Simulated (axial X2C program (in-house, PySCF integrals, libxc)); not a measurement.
# Potential curves of AlSe⁺, spin-free

All values were computed with an in-house all-electron X2C program for linear molecules (integrals from PySCF). Spin-free means the one-electron spin-free X2C Hamiltonian. Basis: Se dyall-cv3z [8s9p6d4f1g], Al dyall-v3z [8s8p2d1f] (cores contracted in-house); Gaussian nuclei, density fitting, unrestricted open shells. Masses: Se 79.917 u, Al 26.982 u.

State: M_S = 1, Λ = 1 (beyond evenly filled blocks: σα, π+α, π+β, π-α). Energies in cm⁻¹ from the fragments at the same level (Se + Al+). Fits are polynomials in 1 − R0/R over 0.85 to 1.23 times the lowest point R0.

```tsv
R (Å)	B3LYP
2.0402	-1661
2.1340	-4814
2.2043	-6139
2.2747	-6825
2.3450	-7048
2.4271	-6914
2.5092	-6508
2.6147	-5792
2.7437	-4838
2.9313	-3601
```

One determinant describes the state; a PBE0 search over occupations chose it and may have missed a lower one. Dissociation energies refer to the lowest single-determinant-based atoms at the same level and basis. Other states lie close and PBE0, whose exact exchange favours high spin, may order them wrongly; the determinant shown need not be the ground state. The nearest other spin-free determinant of the search, M_S = 0, Λ = 1, lies 0.13 eV up at the distance of the search. Without a current term, density functionals place determinants with orbital angular momentum somewhat too high. Spin-free De lacks the spin–orbit lowering of the heavy p-block atom, a tenth of an eV or more for 4p and 5p, up to an eV for 6p and one to two eV for 7p atoms, less what an open-shell molecule gains itself.

(1) What are Re, ωe and De at the B3LYP level?

Results:

(1) At B3LYP, spin-free: Re = 2.355 Å, ωe ≈ 319 cm⁻¹, De = 0.87 eV to Se + Al+; Be follows as 0.151 cm⁻¹.
